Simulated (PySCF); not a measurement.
Write a Z-matrix for InChI=1S/CH11GeNSi2/c1-3-5(2)4/h3,5H,1-2,4H3/t5-/m0/s1 as optimised with PBE0-D3(BJ)/def2-SVP.

Z-matrix in Å and degrees, rows numbered from 1:
```
C 
N   1  1.4454
Si  2  1.7407  1  122.76
Si  3  2.3613  2  114.99  1    67.72
Ge  3  2.3819  2  107.45  1  -170.30
H   1  1.1025  2  110.95  3   157.79
H   1  1.1080  2  114.36  3   -80.25
H   1  1.1016  2  109.71  3    40.07
H   2  1.0149  1  113.38  3   148.22
H   3  1.4991  2  107.86  1   -51.81
H   4  1.4987  3  110.11  2    63.46
H   4  1.4984  3  111.61  2   -56.13
H   4  1.4981  3  110.97  2  -176.92
H   5  1.5401  3  110.94  2  -170.04
H   5  1.5427  3  109.75  2   -50.99
H   5  1.5399  3  111.56  2    68.66
```

N2 (silicon-bound nitrogen) has angles 122.8°, 116.2° and 113.4°, sum 352.3°, 0.22 Å off the plane of its three neighbours. Si4 (SiH3 silicon) is tetrahedral (angles from 107.7° to 111.6°). Si3 (SiH silicon) is distorted tetrahedral (angles from 107.2° to 115.0°). Ge5 (germanium bonded to Si and 3 H) is tetrahedral (angles from 107.8° to 111.6°).

Method: PBE0-D3(BJ)/def2-SVP geometry optimisation, gas phase in PySCF 2.14.0.

Point group: C1 (no symmetry element, even within 0.4 Å). PBE0-D3(BJ)/def2-SVP frequencies: not computed here. The numbers are those of one conformer (C1–N2–Si3–Si4 68°).
